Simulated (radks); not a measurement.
Coulomb parameter of the 4f shell of the erbium ion Er3+ in the model configuration [Xe] 4f9.5 5d1.5, as a second difference U = [E(n + 1) + E(n - 1) - 2 E(n)] / (1)^2 with all orbitals relaxed. "Bare": the charge of the atom changes with n. "Screened": the 5d shell takes up the change at fixed total charge, which measures U(4f,4f) + U(5d,5d) - 2 U(4f,5d). Calculated with a radial shooting solver on a logarithmic mesh with Libxc functionals: Dirac Kohn-Sham, BLYP, spin-unpolarised, spherical densities, finite nucleus; open shells are shared between the two j in proportion to 2j + 1; Fermi nuclear charge, rms radius 5.2516 fm.

start: configuration [Xe] 4f9.5 5d1.5; E - E(n) (eV) 0.000
bare +1: configuration [Xe] 4f10.5 5d1.5; E - E(n) (eV) -36.632
bare -1: configuration [Xe] 4f8.5 5d1.5; E - E(n) (eV) 57.458
screened +1: configuration [Xe] 4f10.5 5d0.5; E - E(n) (eV) -15.791
screened -1: configuration [Xe] 4f8.5 5d2.5; E - E(n) (eV) 22.064

U(bare) = 20.826 eV, U(screened by 5d) = 6.273 eV.
